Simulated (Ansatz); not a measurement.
Compare A (`NCC1O[SiH2]1`) with its isomer B (`C[Si@H]1O[C@@H]1N`).

Gas-phase electronic energies from Ansatz, PBE0-D4/def2-TZVP geometries. CCSD(T)/CBS adds triple-zeta CCSD(T) − MP2 to the extrapolated MP2 energy (def2 sets, frozen cores). DFT in def2-TZVPP. B3LYP here is the variant with VWN-RPA as its local correlation; programs differ in this. Each species was taken in one conformer, which may not be the lowest.

A:

```xyz
12

N     0.690    0.763    1.806
C     0.907    0.384    0.421
C    -0.345    0.297   -0.409
O    -1.266   -0.770    0.044
Si   -0.769   -1.074   -1.514
H     0.021    0.127    2.223
H     0.281    1.689    1.858
H     1.422   -0.582    0.411
H     1.588    1.105   -0.045
H    -0.876    1.247   -0.511
H     0.144   -2.222   -1.709
H    -1.796   -0.964   -2.574
```

B:

```xyz
12

C    -1.457   -1.567    0.321
Si    0.132   -0.622    0.215
O     0.646   -0.063   -1.254
C     0.300    1.097   -0.332
N     1.330    1.983    0.004
H    -1.800   -1.627    1.357
H    -1.315   -2.589   -0.043
H    -2.233   -1.091   -0.281
H     1.184   -1.193    1.095
H    -0.562    1.617   -0.747
H     1.661    2.517   -0.791
H     2.116    1.538    0.456
```

**Question.** Which isomer does CCSD(T)/CBS put lower? Give the gap. (Best estimate.)

**Answer.** The calculation gave: B, by 15.7 kcal/mol.

**Question.** Give E(B) − E(A) in kcal/mol with CCSD(T)/def2-TZVPP, PBE0-D4, B3LYP, MP2/def2-TZVPP, CCSD/def2-TZVPP, B3LYP-D4, r2SCAN-D4. (Best estimate.)

**Answer.** Computed: CCSD(T)/def2-TZVPP -15.4, PBE0-D4 -16.7, B3LYP -16.8, MP2/def2-TZVPP -16.2, CCSD/def2-TZVPP -15.1, B3LYP-D4 -16.6, r2SCAN-D4 -17.5. None reverses the order clearly.

**Question.** Does the order hold for the free energy at 298.15 K (harmonic terms from PBE0-D4)? (Best estimate.)

**Answer.** Ansatz gave: Yes: G(B) − G(A) = -16.0 kcal/mol, for one conformer each.

Largest T1 diagnostic: 0.013.

At CCSD(T), def2-SVP lies +3.5 kcal/mol from the extrapolated value and def2-TZVPP +0.3 kcal/mol. From BLYP to BHLYP (50 % exact exchange), in def2-TZVPP and without D4, E(B) − E(A) moves by +1.0 kcal/mol.
